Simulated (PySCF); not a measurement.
All of these have the formula CH10FNSi3. Method: PySCF, TDDFT wB97X-D/def2-SVPD, vertical, gas phase, core orbitals frozen in the response. Geometries: GFN2-xTB; one conformer of each isolated species. Triplets are in the Tamm–Dancoff approximation.

A. `CN[Si](F)([SiH3])[SiH3]`
B. `N[SiH2][SiH2][C@@H](F)[SiH3]`
C. `C[Si@@](F)([SiH3])N[SiH3]`

Lowest singlet levels (six at most, fewer where fewer were computed) with oscillator strengths:

1. 5.88 eV (f 0.005); 6.75 eV (f 0.053); 6.94 eV (f 0.034); 7.27 eV (f 0.068); 7.39 eV (f 0.054); 7.45 eV (f 0.016); T1 5.57 eV
2. 5.02 eV (f 0.028); 5.54 eV (f 0.028); 6.35 eV (f 0.049); 6.56 eV (f 0.051); 7.09 eV (f 0.117); 7.22 eV (f 0.155); T1 4.52 eV
3. 5.82 eV (f 0.011); 6.46 eV (f 0.014); 7.01 eV (f 0.057); 7.36 eV (f 0.026); 7.65 eV (f 0.008); 7.74 eV (f 0.017); T1 5.42 eV

Task: Which spectrum belongs to which structure?

Result: 1 = B, 2 = A, 3 = C.
- A: S1 at 5.02 eV, HOMO→LUMO (95%); Löwdin shares by element: HOMO nitrogen 46%, silicon 23% or more, carbon 8% (atoms not listed hold the other 22%); LUMO silicon 71%, hydrogen 6% or more (atoms not listed hold the other 22%); HOMO -8.74 and LUMO 0.66 eV.
- B: S1 at 5.88 eV, HOMO→LUMO (88%); Löwdin shares by element: HOMO nitrogen 48%, silicon 23% or more, hydrogen 10% or more (atoms not listed hold the other 19%); LUMO silicon 46% or more, nitrogen 7%, hydrogen 7% or more (atoms not listed hold the other 40%); HOMO -9.30 and LUMO 1.15 eV.
- C: S1 at 5.82 eV, HOMO→LUMO (95%); Löwdin shares by element: HOMO nitrogen 44%, silicon 20% or more, carbon 9% (atoms not listed hold the other 26%); LUMO silicon 54%, nitrogen 9% (atoms not listed hold the other 37%); HOMO -9.16 and LUMO 1.25 eV.
B and C have S1 within 0.06 eV of each other; their strongest listed levels stand at 7.27 eV (f 0.068) and 7.01 eV (f 0.057).
